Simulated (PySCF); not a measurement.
B2PLYP on Pm⁺ (promethium, charge +1), [Xe] 4f4 6s1 6p1, one real determinant (an excited configuration). Computed with PySCF 2.14 in ANO-RCC-VTZP (8s7p5d3f2g1h, 104 functions), with the spin-free X2C one-electron Hamiltonian (Gaussian nucleus).

```
cycle= 6 E= -10018.1889947202  delta_E= 0.00209  |g|= 0.00891  |ddm|= 0.274
cycle= 7 E= -10018.1890899177  delta_E= -9.52e-05  |g|= 0.00871  |ddm|= 0.0133
cycle= 8 E= -10018.1893158171  delta_E= -0.000226  |g|= 0.0101  |ddm|= 0.034
cycle= 9 E= -10018.1848119904  delta_E= 0.0045  |g|= 0.0512  |ddm|= 0.648
cycle= 10 E= -10018.1843742885  delta_E= 0.000438  |g|= 0.0572  |ddm|= 0.0539
cycle= 11 E= -10018.1842068429  delta_E= 0.000167  |g|= 0.0594  |ddm|= 0.0325
cycle= 12 E= -10018.1846272845  delta_E= -0.00042  |g|= 0.0528  |ddm|= 0.00761
cycle= 13 E= -10018.1858669197  delta_E= -0.00124  |g|= 0.0256  |ddm|= 0.0356
cycle= 14 E= -10018.1862251608  delta_E= -0.000358  |g|= 0.00683  |ddm|= 0.0352
cycle= 15 E= -10018.1862336843  delta_E= -8.52e-06  |g|= 0.00609  |ddm|= 0.0201
cycle= 16 E= -10018.1862541459  delta_E= -2.05e-05  |g|= 0.00066  |ddm|= 0.0191
cycle= 17 E= -10018.1862544176  delta_E= -2.72e-07  |g|= 2.3e-05  |ddm|= 0.000846
cycle= 18 E= -10018.186254418  delta_E= -3.46e-10  |g|= 8.68e-06  |ddm|= 6.59e-05
converged SCF energy = -10018.186254418  <S^2> = 12.001688  2S+1 = 7.0004824
```

Highest occupied orbital energy: -7.914 eV; ⟨L²⟩ = 37.71; populations by l: s 10.72, p 25.00, d 20.28, f 4.00.

Q: Can this result be used?

A: Not for this state. The run converged. The log shows the SCF part alone; with the PT2 term the energy is -10018.30 hartree. ⟨L²⟩ = 37.71 against 56 for a pure K term, so this real determinant mixes terms. Spin-orbit coupling, absent here, splits the open shell strongly. The s, p, d and f populations moved away from the nominal configuration during the SCF.
